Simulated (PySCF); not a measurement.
Compound: C7H6F2O.
SMILES with atom numbers: `[OH:1][c:2]1[cH:3][cH:4][c:5]([CH:6]([F:7])[F:8])[cH:9][cH:10]1` (hydrogens: H11 on O1; H12 on C3; H13 on C4; H14 on C6; H15 on C9; H16 on C10)

Computed with PySCF at wB97X-D/def2-SVPD, non-relativistic, on one gas-phase PBE0-D3(BJ)/def2-SVP geometry that isn't relaxed in the solvent. The solvent is an IEF-PCM continuum (cavity from Bondi-type radii × 1.2), and excitations are vertical TDDFT with non-equilibrium linear response and a frozen core. Specific hydrogen bonds and non-electrostatic terms are outside this model.

Gas-phase singlets (H = HOMO, L = LUMO):

```
state  E (eV)  λ (nm)      f             leading configurations
   S1   5.188     239  0.020               H→L 69%, H-1→L+1 20%
   S2   5.884     211  0.104       H→L+1 69%, H-1→L 20%, H→L 9%
   S3   6.631     187  0.000                          H→L+2 91%
   S4   6.873     180  0.409    H-1→L+1 60%, H→L 17%, H-1→L 13%
   S5   6.983     178  0.686  H-1→L 62%, H→L+1 16%, H-1→L+1 16%
```

Q: How does the list change in chloroform (ε = 4.711)?

A: 
| state | E (eV) | λ (nm) | f | leading configurations | change by rank (eV) |
| --- | --- | --- | --- | --- | --- |
| S1 | 5.188 | 239 | 0.030 | H→L 65%, H-1→L+1 17%, H→L+1 12% | 0.000 |
| S2 | 5.825 | 213 | 0.158 | H→L+1 65%, H-1→L 16%, H→L 16% | -0.059 |
| S3 | 6.690 | 185 | 0.550 | H-1→L+1 45%, H-1→L 29%, H→L 12% | +0.059 |
| S4 | 6.798 | 182 | 0.780 | H-1→L 48%, H-1→L+1 34%, H→L+1 9% | -0.075 |
| S5 | 6.901 | 180 | 0.001 | H→L+2 88% | -0.082 |

Q: How does the list change in acetonitrile (ε = 35.69)?

A: 
```csv
state,E (eV),λ (nm),f,leading configurations,change by rank (eV)
S1,5.199,238,0.027,"H→L 62%, H-1→L+1 17%, H→L+1 14%",+0.011
S2,5.835,212,0.151,"H→L+1 62%, H→L 19%, H-1→L 16%",-0.049
S3,6.718,185,0.529,"H-1→L+1 40%, H-1→L 33%, H→L+1 13%",+0.087
S4,6.839,181,0.757,"H-1→L 43%, H-1→L+1 39%, H→L+1 8%",-0.034
S5,6.958,178,0.001,"H→L+2 80%, H→L+3 9%",-0.025
```

Q: How do the frontier levels move from gas to acetonitrile?

A: 
```json
{"orbital": "LUMO+2", "gas (eV)": "1.98", "solvent (eV)": "2.46", "change (eV)": "+0.48"}
{"orbital": "LUMO+1", "gas (eV)": "1.20", "solvent (eV)": "1.32", "change (eV)": "+0.12"}
{"orbital": "LUMO", "gas (eV)": "1.01", "solvent (eV)": "1.15", "change (eV)": "+0.14"}
{"orbital": "HOMO", "gas (eV)": "-8.73", "solvent (eV)": "-8.62", "change (eV)": "+0.11"}
{"orbital": "HOMO-1", "gas (eV)": "-9.60", "solvent (eV)": "-9.46", "change (eV)": "+0.14"}
{"orbital": "HOMO-2", "gas (eV)": "-11.68", "solvent (eV)": "-11.63", "change (eV)": "+0.05"}
{"orbital": "HOMO-3", "gas (eV)": "-11.98", "solvent (eV)": "-11.78", "change (eV)": "+0.20"}
```

The HOMO–LUMO gap goes from 9.74 to 9.76 eV. Rows go by rank; for LUMO+2 the atom shares or the degeneracy differ between the runs, so the row needn't follow one orbital.

The values belong to the conformer `[OH:1][c:2]1[cH:3][cH:4][c:5]([CH:6]([F:7])[F:8])[cH:9][cH:10]1`: C4–C5–C6–F7 -51°, H–O1–C2–C3 0°.
